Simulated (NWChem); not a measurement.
CH3F2Ga; SMILES [CH3][Ga]([F])[F]

```xyz
7

Ga    -0.0008     0.0119     0.0011
F     -1.4333     1.0133    -0.0009
F      1.4459     0.9928    -0.0009
C     -0.0121    -1.9228    -0.0004
H      0.6155    -2.2977     0.8206
H      0.4064    -2.2881    -0.9497
H     -1.0372    -2.2989     0.1144
```
Atoms are numbered in this order, from 1.

Program: NWChem. Pople sets run with spherical d functions. The geometry was optimised at PBE0/def2-SVP. Vertical excitations in the gas phase.

Task: What does the run give for PBE0/6-31G*, full TDDFT? Quantities: lowest excitation, singlet (eV); oscillator strength of that lowest state; lowest state with f > 0.02, singlet (eV); orbital gap (eV).

Result: 
- lowest excitation, singlet (eV): 7.34
- oscillator strength of that lowest state: 0.023
- lowest state with f > 0.02, singlet (eV): 7.34
- orbital gap (eV): 8.75
